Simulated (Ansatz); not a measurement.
Ideal-gas functions of CH2BrClOSi (`ClC1(Br)O[SiH2]1`) at 600 K and 1 bar, from an Ansatz frequency run at PBE0-D4/def2-TZVP.

Molar mass 173.47 g/mol, point group C1 (symmetry number 1), electronic degeneracy 1, moments of inertia 197.001, 324.313, 473.315 u Å². Harmonic wavenumbers (cm⁻¹, unscaled): 150, 211, 296, 326, 417, 486, 634, 653, 758, 785, 940, 943, 1108, 2275, 2303.

Use S(trans) = R[1.5 ln M + 2.5 ln T − 1.1517]; rotational temperatures θ = 24.2544 K / I; S(rot) = R[ln(√π/σ · √(T³/θAθBθC)) + 1.5]; for each mode x = 1.438777 ν̃/T, S = R[x/(eˣ − 1) − ln(1 − e⁻ˣ)] and H = RT x/(eˣ − 1); 1 cm⁻¹ = 0.0119627 kJ/mol; R = 8.31446 J/(mol·K).

Q: By hand: the entropy, in J/(mol·K).

A: Translation 187.7. Rotation: θ = 0.1231, 0.0748, 0.0512 K, giving 128.9. Vibration, mode by mode: 16.86, 14.07, 11.34, 10.57, 8.65, 7.50, 5.59, 5.39, 4.40, 4.18, 3.12, 3.10, 2.27, 0.23, 0.22, in all 97.5. Electronic 0.0. Sum 414.1 J/(mol·K).

Q: By hand: H − E and G − E in kJ/mol, counted from the electronic energy.

A: Zero-point energy ½ × 12285 × 0.0119627 = 73.5; thermal vibration 31.7; translation, rotation and pV give 4 RT = 20.0. H − E = 125.2 kJ/mol, and G − E = 125.2 − 600 × 414.1/1000 = -123.3 kJ/mol.

Vibration gives 24 % of the entropy. The sum counts one conformer and one mirror image; others add a mixing term.
